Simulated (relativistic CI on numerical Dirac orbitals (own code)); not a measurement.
## Hyperfine structure of I5+, mass number 127

Method of calculation: Dirac-Coulomb-Breit CI, KLI orbitals optimised for each configuration, QED by a radiative potential, valence Slater integrals scaled by 0.85, P86 correlation energy added to each configuration (own radial code, finite nucleus).

Configuration list (outside the closed core [Kr]): 4d¹⁰5s², 4d¹⁰5s5p, 4d¹⁰5p², 4d¹⁰5s5d, 4d¹⁰5d², 4d¹⁰5s5f, 4d¹⁰4f², 4d¹⁰5s5g, 4d¹⁰5p5d, 4d¹⁰5s4f, 4d¹⁰4f5p, 4d¹⁰5s6s, 4d¹⁰5s6p, 4d¹⁰5f², 4d⁹5s²4f, 4d¹⁰5p5f. Levels of other configurations are missing.

Nuclear spin I = 5/2, μ = 2.8087 μN, Q = -0.688 b (tables of Stone and Pyykkö). The electronic factors are computed for point nuclear moments, without core polarisation or the Bohr-Weisskopf and QED corrections.

| Level | E (cm⁻¹) | A (MHz) | B (MHz) |
| --- | --- | --- | --- |
| 4d¹⁰5s5p ³P°1 | 84650.6 | 20780 | 1070 |
| 4d¹⁰5s5p ³P°2 | 94666.3 | 12690 | -2040 |
| 4d¹⁰5s5p ¹P°1 | 123445.6 | -1874 | -1920 |
| 4d¹⁰5p² ¹D2 | 205868.4 | 3680 | -1910 |
| 4d¹⁰5p² ³P1 | 206165.3 | -696.6 | -1010 |
| 4d¹⁰5p² ³P2 | 218377.5 | 1606 | 636 |
| 4d¹⁰5s5d ³D1 | 248431.3 | -10960 | -106 |
| 4d¹⁰5s5d ³D2 | 249111.9 | 4908 | -153 |

Levels with J = 0, under 50 % of one LS term, or S terms without an open s electron are left out. Small factors come from cancelling terms and can be off by tens of per cent or more.

At this charge configurations can still be misplaced by up to about 7 % of their energy. Levels and lines within the n = 5 or 6 shells can be off by up to 10 % or somewhat more, and those that change n by about 2 %, since core polarisation is missing. 28 of the 36 excited levels that our extract of the measured tables holds in this range could be paired (the sources list more); they are missed by 3945 cm⁻¹ on average and 6822 at most, and levels without a partner can miss by more.

Problem. Give the hyperfine levels of 4d¹⁰5s5p ³P°1 relative to its centre of gravity.

Solution. With K = F(F + 1) − I(I + 1) − J(J + 1), E = AK/2 + B[¾K(K + 1) − I(I + 1)J(J + 1)]/[2I(2I − 1)J(2J − 1)]: F = 3/2: -71970, F = 5/2: -21630, F = 7/2: 52210 MHz.

LS names give the leading component of a level, which can be under half, so a name can repeat, a term be missing and a line seem to break the LS rules.
